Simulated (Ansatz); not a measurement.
CHCl$_{2}$, charge -1, singlet, at a GFN2-xTB geometry (a gas-phase anion, which may not be bound at this level). Base run: Ansatz (a quantum-chemistry and plane-wave program) with BLYP/6-31G**.

Ansatz was given this input:
Ansatz 0.2 input:
```yaml
crystal:
  periodic: [false, false, false]
  atoms:
    - {symbol: C, position_ang: [-0.12314110, -0.01095061, 0.90506640]}
    - {symbol: Cl, position_ang: [-0.00135195, 1.46667290, -0.18181659]}
    - {symbol: Cl, position_ang: [-0.00783095, -1.46169315, -0.21812909]}
    - {symbol: H, position_ang: [0.89495595, -0.01895205, 1.36867808]}
basis:
  gaussian:
    orbitals: 6-31G__.json
hamiltonian:
  xc: blyp
total_charge: -1
```
The basis file holds 6-31G** in the JSON format of the Basis Set Exchange.

The base run was repeated with changes; each row names its change, and settings that it needs were set with it.

```tsv
change	ΔE vs base (mEh)
base	0.000
point_charge = charge:0.5 position_ang:4.1611, 2.24, 1.2088	-51.440
lower_state_search = light	0.000
point_charge = charge:-1.0 position_ang:-1.3362, 1.9388, 4.3727	110.7
lower_state_search = full	0.000
final_grid = 6, 12, 29	-0.003
final_grid = 4, 8, 17	0.357
fitting.mean_field = def2-universal-JKFIT	-0.052
nuclear_model = gaussian	0.842
final_grid = 14, 28, 59	0.000
point_charge = charge:1.0 position_ang:4.691, 0.9724, 0.0846	-102.5
```

A gas-phase anion may not be bound at this level; its values then depend on the basis.
